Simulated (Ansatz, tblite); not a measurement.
Removing an electron: CaF2⁻ (the lowest doublet isomer of a short search). Charge -1, multiplicity 2. Geometry: PBE0-D4/def2-TZVPD. Ansatz, gas phase; energy differences of separate SCF runs; the oxidised species is a singlet (the triplet lies 5.80 eV higher at PBE0-D4/def2-TZVPD).

Cartesian coordinates in Å:
```
Ca -0.2589 0.1035 0.6256
F 1.2748 -1.2270 0.3556
F -1.0159 1.1235 -0.9812
```

The xTB rows come from tblite. Correlated methods freeze 7 core orbitals; core or outer-core shells of Ca are correlated, in sets that lack core-valence functions. The structure comes from a short search, and lower isomers may exist.

```json
{"level": "GFN1-xTB", "−HOMO (eV)": "–", "vertical IE (eV)": "4.98", "−LUMO (eV)": "–", "HOMO–LUMO gap (eV)": "–", "remarks": "–"}
{"level": "GFN2-xTB", "−HOMO (eV)": "–", "vertical IE (eV)": "5.95", "−LUMO (eV)": "–", "HOMO–LUMO gap (eV)": "–", "remarks": "–"}
{"level": "HF/def2-TZVPPD", "−HOMO (eV)": "–", "vertical IE (eV)": "0.70", "−LUMO (eV)": "–", "HOMO–LUMO gap (eV)": "–", "remarks": "–"}
{"level": "PBE-D4/def2-TZVPD", "−HOMO (eV)": "-1.09", "vertical IE (eV)": "0.88", "−LUMO (eV)": "-2.11", "HOMO–LUMO gap (eV)": "1.01", "remarks": "HOMO above zero (-1 doublet)"}
{"level": "r2SCAN-D4/def2-TZVPD", "−HOMO (eV)": "-1.04", "vertical IE (eV)": "0.81", "−LUMO (eV)": "-1.94", "HOMO–LUMO gap (eV)": "0.90", "remarks": "HOMO above zero (-1 doublet)"}
{"level": "PBE0-D4/def2-TZVPD", "−HOMO (eV)": "-0.55", "vertical IE (eV)": "0.90", "−LUMO (eV)": "-2.72", "HOMO–LUMO gap (eV)": "2.17", "remarks": "HOMO above zero (-1 doublet)"}
{"level": "MP2/def2-TZVPPD", "−HOMO (eV)": "–", "vertical IE (eV)": "0.82", "−LUMO (eV)": "–", "HOMO–LUMO gap (eV)": "–", "remarks": "–"}
{"level": "CCSD/def2-TZVPPD", "−HOMO (eV)": "–", "vertical IE (eV)": "0.85", "−LUMO (eV)": "–", "HOMO–LUMO gap (eV)": "–", "remarks": "–"}
{"level": "CCSD(T)/def2-TZVPPD", "−HOMO (eV)": "–", "vertical IE (eV)": "0.86", "−LUMO (eV)": "–", "HOMO–LUMO gap (eV)": "–", "remarks": "–"}
```

  A HOMO above zero means that the electron is unbound at that level or that self-interaction error raises the level; the energy of removing that electron tells which. HOMO and LUMO are the levels of the spin that leaves or enters (xTB has no such levels and no spin-polarisation term). Other spin states of the ions may lie lower, which would lower the ionisation energy or raise the affinity. Raw xTB energy differences between charge states are shifted by several eV; the methods need an empirical correction for them.
